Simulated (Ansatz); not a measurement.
`Oc1ccccc1O` + CH₄ → `Cc1ccccc1O` + H₂O at 298.15 K and 1 bar (formal exchange of groups at a C–O bond).

Isolated molecules relaxed with PBE0-D4/def2-TZVP in Ansatz; ΔE leaves out vibrations. CCSD(T)/CBS adds triple-zeta CCSD(T) − MP2 to the extrapolated MP2 energy (def2 sets, frozen cores). This one scheme is used for every species. Each species was taken in one conformer, which may not be the lowest.

```csv
species,CCSD(T)/CBS energy (Eh),H − E (kJ/mol),S (J/(mol·K))
`Oc1ccccc1O`,-382.26917,307.3,336.3
CH₄,-40.46206,127.4,186.2
`Cc1ccccc1O`,-346.36212,369.6,344.8
H₂O,-76.37941,66.4,188.7
```

H − E and S are ideal-gas, rigid-rotor, harmonic terms from PBE0-D4/def2-TZVP, for one conformer and one mirror image of each species. 1 Eh = 2625.50 kJ/mol, R = 8.31446 J/(mol·K).

Problem. By hand: ΔE, ΔH, ΔS and ΔG.

Solution. ΔE = (-346.36212) + (-76.37941) − (-382.26917) − (-40.46206) = -0.01030 Eh = -27.0 kJ/mol. Δ(H − E) = 369.6 + 66.4 − 307.3 − 127.4 = 1.3, so ΔH = -25.7 kJ/mol. ΔS = 344.8 + 188.7 − 336.3 − 186.2 = 11.0 J/(mol·K). ΔG = -25.7 − 298.15 × (11.0)/1000 = -29.0 kJ/mol.

Problem. By hand: the equilibrium constant, and the temperature at which ΔG would vanish if ΔH and ΔS stayed fixed.

Solution. log₁₀ K = −ΔG/(RT ln 10) = 5.1. ΔH and −TΔS have one sign here, so there is no such temperature.

The number of gas molecules stays the same, so ΔS is small and ΔH decides. A doubt of 5 kJ/mol in ΔE shifts log₁₀ K by 0.9 here. Other conformers and mirror images would add mixing entropy, several J/(mol·K) or more a flexible species. These are equilibria of isolated gas molecules and say nothing of rates. Largest T1 diagnostic: 0.012 (customary marks: 0.02 for closed shells, 0.045 for open ones).

ΔS is within the doubt of such terms, so its sign, and with it that verdict, could turn.
